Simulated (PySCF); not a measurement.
## Deuteron quadrupole couplings in `C#C[C@@H](CC=C)[Si](F)(P)P`

C6H11FP2Si.
Structure used (GFN2-xTB), in Å, numbered top down from 1:
```xyz
21
C6H11FP2Si angstrom
C      0.4636   -3.0608    0.1599
C      0.0762   -1.9636   -0.1246
C     -0.3553   -0.6189   -0.4232
C     -1.3345   -0.1232    0.6555
C     -1.9387    1.1870    0.2684
C     -3.2098    1.3523   -0.0447
Si     1.1911    0.5180   -0.5930
F      0.7387    1.7844   -1.5128
P      2.7351   -0.5382   -1.8580
P      1.6382    1.4267    1.4287
H      0.7740   -4.0365    0.3878
H     -0.8730   -0.6297   -1.3882
H     -2.1187   -0.8711    0.7990
H     -0.7920   -0.0132    1.6025
H     -1.2521    2.0235    0.2343
H     -3.6067    2.3103   -0.3334
H     -3.9115    0.5334   -0.0209
H      2.9885   -1.5210   -0.9179
H      3.7927    0.2454   -1.4218
H      2.0466    0.2238    1.9892
H      2.9388    1.7885    1.1130
```

Level: PBE0/pcSseg-1 (PySCF, non-relativistic); Q(2H) = 0.00286 b; rigid geometry, the same for H and D, with no vibrational averaging.

Question: Rank these positions by the coupling χzz of a deuteron there, largest first.
A. H17 (vinylic hydrogen)
B. H13 (methylene hydrogen)
C. H15 (vinylic hydrogen)
D. H21 (P–H hydrogen)
E. H11 (alkyne hydrogen)

Answer: E (267 kHz), A (224 kHz), C (214 kHz), B (200 kHz), D (142 kHz).

Tabulate Vzz, the asymmetry η and χzz = 234.96 MHz × Q × Vzz for every hydrogen position.

```json
{"atom": "H11", "bonded to": "C1", "bond length (Å)": "1.049", "Vzz (au)": "0.3973", "η": "0.00", "χzz (kHz)": "267"}
{"atom": "H12", "bonded to": "C3", "bond length (Å)": "1.095", "Vzz (au)": "0.2970", "η": "0.03", "χzz (kHz)": "200"}
{"atom": "H13", "bonded to": "C4", "bond length (Å)": "1.093", "Vzz (au)": "0.2981", "η": "0.03", "χzz (kHz)": "200"}
{"atom": "H14", "bonded to": "C4", "bond length (Å)": "1.097", "Vzz (au)": "0.2925", "η": "0.03", "χzz (kHz)": "197"}
{"atom": "H15", "bonded to": "C5", "bond length (Å)": "1.083", "Vzz (au)": "0.3183", "η": "0.08", "χzz (kHz)": "214"}
{"atom": "H16", "bonded to": "C6", "bond length (Å)": "1.076", "Vzz (au)": "0.3382", "η": "0.05", "χzz (kHz)": "227"}
{"atom": "H17", "bonded to": "C6", "bond length (Å)": "1.079", "Vzz (au)": "0.3338", "η": "0.06", "χzz (kHz)": "224"}
{"atom": "H18", "bonded to": "P9", "bond length (Å)": "1.384", "Vzz (au)": "0.2123", "η": "0.06", "χzz (kHz)": "143"}
{"atom": "H19", "bonded to": "P9", "bond length (Å)": "1.387", "Vzz (au)": "0.2109", "η": "0.07", "χzz (kHz)": "142"}
{"atom": "H20", "bonded to": "P10", "bond length (Å)": "1.388", "Vzz (au)": "0.2081", "η": "0.07", "χzz (kHz)": "140"}
{"atom": "H21", "bonded to": "P10", "bond length (Å)": "1.386", "Vzz (au)": "0.2119", "η": "0.07", "χzz (kHz)": "142"}
```

Average by the element that carries the hydrogen.

on C: 218 kHz over 7 positions, mean bond length 1.082 Å; on P: 142 kHz over 4 positions, mean bond length 1.386 Å.

How does χzz go with the bond length over the 7 C–H bonds?

A straight-line fit has a slope of -14.8 kHz for each 0.01 Å, with a correlation coefficient of -1.00, over lengths from 1.049 to 1.097 Å. The longer bonds have the smaller couplings here.

One conformer (not necessarily the lowest) at the GFN2-xTB geometry, without solvent, vibrations or thermal averaging. GFN2-xTB bond lengths can be off by several hundredths of an ångström, more for odd bonds, and the gradients follow them. The basis is small and wasn't made for field gradients, so the couplings can be 20 % off.
